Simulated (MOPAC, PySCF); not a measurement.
C$_{2}$H$_{4}$N$_{2}$, SMILES `CNC#N`, neutral singlet in the gas phase. 

Cartesian coordinates (Å):
SMILES: N(C#N)C
```xyz
8

C     -0.8859    -0.2969     0.0462
N      0.2691     0.5907     0.2162
C      1.4808     0.0949    -0.0290
N      2.5366    -0.3621    -0.1894
H     -1.0647    -0.5594    -1.0011
H     -1.7642     0.2030     0.4527
H     -0.7096    -1.2082     0.6157
H      0.1379     1.5380    -0.1113
```
Charge 0, multiplicity 1.

All levels are single points at this geometry (r2SCAN-D4/def2-TZVP); Pople sets use spherical d functions. Orbital energies aren't observables, and empty levels follow the basis.

PM3 in MOPAC gives HOMO (eV) = -9.72.

Question: Estimate the HOMO (eV) from each of these levels: PBE-D3(BJ)/def2-TZVP in PySCF; r2SCAN-D4/def2-TZVP in PySCF; PBE/6-31G* in PySCF; HF/6-31G* in PySCF; HF/STO-3G in PySCF; AM1 in MOPAC; PM6 in MOPAC; PM7 in MOPAC.

Answer: 
```tsv
level	HOMO (eV)
PBE-D3(BJ)/def2-TZVP in PySCF	-6.17
r2SCAN-D4/def2-TZVP in PySCF	-6.44
PBE/6-31G* in PySCF	-5.78
HF/6-31G* in PySCF	-10.60
HF/STO-3G in PySCF	-8.58
AM1 in MOPAC	-10.16
PM6 in MOPAC	-9.93
PM7 in MOPAC	-10.06
```
